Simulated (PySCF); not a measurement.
In(Me)2(Vi), C4H9In, SMILES C=[CH][In]([CH3])[CH3] at its PBE0/def2-SVP optimised geometry (Å):

```
14

In    -0.1660    -0.8133     0.0000
C     -1.3340    -2.6423    -0.0019
H     -2.4139    -2.4378     0.0118
H     -1.0789    -3.2543     0.8774
H     -1.0990    -3.2375    -0.8982
C      2.0073    -0.8133     0.0000
H      2.3864    -0.2755    -0.8831
H      2.4139    -1.8344    -0.0095
H      2.3856    -0.2927     0.8937
C     -1.1279     1.1230     0.0000
C     -0.4276     2.2658    -0.0057
H     -2.2236     1.2078     0.0038
H     -0.9080     3.2543    -0.0065
H      0.6698     2.2806    -0.0097
```

Calculation: PBE0/def2-TZVP, def2 effective core potentials past Kr run with PySCF. The core electrons that the potentials of In replace are not part of the density. Cells within 0.4 Å of a nucleus heavier than hydrogen are left out (blank, or x).

Map of the log10 of the electron density (e/bohr³), floored at −4 on the plane z = 0.0 Å:

```
|000000000000000000000000000|
|000000000000000000000000000|
|000000000112110000000000000|
|000000001233321000000000000|
|000000002355543210000000000|
|000000013467654321000000000|
|000000013567766542100000000|
|000000123567x77653100000000|
|000001344567x77753100000000|
|000012456677766543100000000|
|0000134677xx755432211000000|
|0000124677xx654333332210000|
|000002345677655444544310000|
|000001234566776556665321000|
|000000123457998667775421000|
|000000123468xx967xx76431000|
|000001234567997667776431000|
|000012455666776556776421000|
|000013567777655445665320000|
|000023577xx7654334444310000|
|0000135667x7543222332100000|
|000012345666532101111000000|
|000001234555431000000000000|
|000000123343320000000000000|
|000000011222100000000000000|
|000000000010000000000000000|
|000000000000000000000000000|
```
Scale: ten equal steps from -4.00 (start of '0') to 0.425 (end of '9'), in the order '0123456789'; x runs from -5.50 to 5.50, y from -5.50 (bottom) to 5.50 (top).
